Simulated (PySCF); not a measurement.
Peak assignment

Bonds: C1-C2 1.202 Å, C2-Si3 1.851 Å, Si3-F4 1.630 Å, Si3-C5 1.908 Å, C5-C6 1.350 Å, C6-C7 1.440 Å, C7-N8 1.263 Å, C6-Si9 1.911 Å, Si9-Si3 2.341 Å. C1 carries H10; C5 carries H11; C7 carries H12; N8 carries H13; Si9 carries H14, H15.

PySCF 2.14 calculation with structure optimised with GFN2-xTB and σ from GIAO-PBE0/pcSseg-1; no solvent model, a single conformation, non-relativistic.

Shifts are taken against calculated references (same method and geometry level): TMS for ¹³C (186.93 ppm), ¹H (31.72 ppm).

Question: Assign these signals to the numbered atoms. ¹³C{¹H} NMR (computed): δ 183.3, 181.3, 174.0, 105.2, 88.1.

Answer: 
183.3 → C5, carbon bonded to C, Si, H
181.3 → C6, carbon bonded to 2 C, Si
174.0 → C7, carbon bonded to C, N, H
105.2 → C1, carbon bonded to C, H
88.1 → C2, carbon bonded to C, Si

C5 and C6 lie closer than the usual error of such a calculation, so a measured spectrum could show them in the other order.

Question: Assign these signals to the numbered atoms. ¹H NMR (400 MHz, computed): δ 12.25 (br s, 1H), 8.81 (s, 1H), 8.11 (m, 1H), 5.06 (m, 1H), 5.00 (m, 1H), 2.27 (s, 1H).

Answer: 
| δ (ppm) | atoms | environment | reason |
| --- | --- | --- | --- |
| 12.25 | H13 | hydrogen on a nitrogen bonded to C | – |
| 8.81 | H12 | hydrogen on a carbon bonded to C, N | – |
| 8.11 | H11 | hydrogen on a carbon bonded to C, Si | – |
| 5.06 | H15 | hydrogen on a silicon bonded to C, Si | – |
| 5.00 | H14 | hydrogen on a silicon bonded to C, Si | – |
| 2.27 | H10 | hydrogen on a carbon bonded to C | – |

H15 and H14 lie closer than the usual error of such a calculation, so a measured spectrum could show them in the other order.

OH and NH positions are those of a molecule without intermolecular hydrogen bonds; in solution they move with solvent, concentration and temperature, and exchange usually removes their couplings. Splittings by ¹⁹F in the carbon and heteronuclear signals aren't shown, as no couplings were computed. Shifts are as computed. Against solution values, carbons near 30 ppm lie about +3 ppm off and those near 130 ppm about +5 ppm. Of 1309 compounds with measured shifts, 239 miss one by over three times the rms of a fit or turn the order of signals round; such compounds aren't used in these exercises. No couplings were computed; multiplicities are counted from neighbouring protons, with m where these are inequivalent, close in shift, in a saturated or five-membered ring or joined by F or P, and br s for small geminal =CH2 splittings.
